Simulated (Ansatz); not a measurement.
Cartesian coordinates in Å:
```
C -0.040 -0.396 -1.142
N 0.337 -0.304 0.249
B -0.108 0.595 1.201
Cl -1.284 1.851 0.819
Cl 0.517 0.489 2.850
H -0.510 -1.358 -1.360
H -0.751 0.394 -1.378
H 0.831 -0.281 -1.793
H 1.009 -0.991 0.553
```

Total charge 0; spin multiplicity 1.

(1) List the CAM-B3LYP/def2-TZVPP orbital energies in eV (the Gaussian-basis code of Ansatz). (Estimate.)

Answers

(1) Ansatz gave: Occupied: -2764.34, -2764.28, -392.14, -279.90, -259.14, -259.07, -198.19, -198.12, -198.06, -198.03, -197.99, -197.96, -187.89, -27.45, -25.22, -24.51, -21.13, -17.08, -15.37, -14.36, -14.30, -12.69, -12.55, -11.98, -10.87, -10.52, -10.11, -9.31. Lowest empty: 1.43, 1.51, 2.66, 2.82, 3.77, 3.82, 3.97, 4.31.
